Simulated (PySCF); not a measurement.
Input file for PySCF: D3(BJ) and D4 dispersion corrections on HCl (SMILES Cl).

```python
from pyscf import gto
from pyscf.dispersion import dftd3, dftd4

mol = gto.M(
    atom='''
    Cl   -0.00000000   -0.00000000    0.64100645
    H     0.00000000    0.00000000   -0.64100645
    ''',
    basis='def2-svp',
    charge=0, spin=0, verbose=0, max_memory=1800)
d3, d4 = {}, {}
for xc in ['hf', 'pbe', 'blyp', 'revpbe', 'tpss', 'r2scan', 'b3lyp', 'pbe0', 'bhlyp', 'camb3lyp', 'b2plyp']:
    d3[xc] = float(dftd3.DFTD3Dispersion(mol, xc=xc, version='d3bj', atm=False).get_dispersion()['energy'])
    print(f'D3(BJ) {xc:10s} {d3[xc]:14.8f} Eh')
for xc in ['hf', 'pbe', 'blyp', 'revpbe', 'tpss', 'r2scan', 'b3lyp', 'pbe0', 'bhlyp', 'camb3lyp', 'b2plyp']:
    d4[xc] = float(dftd4.DFTD4Dispersion(mol, xc={'camb3lyp': 'cam-b3lyp'}.get(xc, xc), atm=True).get_dispersion()['energy'])
    print(f'D4     {xc:10s} {d4[xc]:14.8f} Eh')
```

Program output:

```
D3(BJ) hf            -0.00407561 Eh
D3(BJ) pbe           -0.00032222 Eh
D3(BJ) blyp          -0.00069566 Eh
D3(BJ) revpbe        -0.00089935 Eh
D3(BJ) tpss          -0.00039380 Eh
D3(BJ) r2scan        -0.00007655 Eh
D3(BJ) b3lyp         -0.00056201 Eh
D3(BJ) pbe0          -0.00026233 Eh
D3(BJ) bhlyp         -0.00042957 Eh
D3(BJ) camb3lyp      -0.00022033 Eh
D3(BJ) b2plyp        -0.00024655 Eh
D4     hf            -0.00096014 Eh
D4     pbe           -0.00020816 Eh
D4     blyp          -0.00049598 Eh
D4     revpbe        -0.00085291 Eh
D4     tpss          -0.00028395 Eh
D4     r2scan        -0.00004655 Eh
D4     b3lyp         -0.00033778 Eh
D4     pbe0          -0.00016833 Eh
D4     bhlyp         -0.00022232 Eh
D4     camb3lyp      -0.00016479 Eh
D4     b2plyp        -0.00014225 Eh
```

The run finished.

Cost: about 0.020 core-seconds (a rough figure).
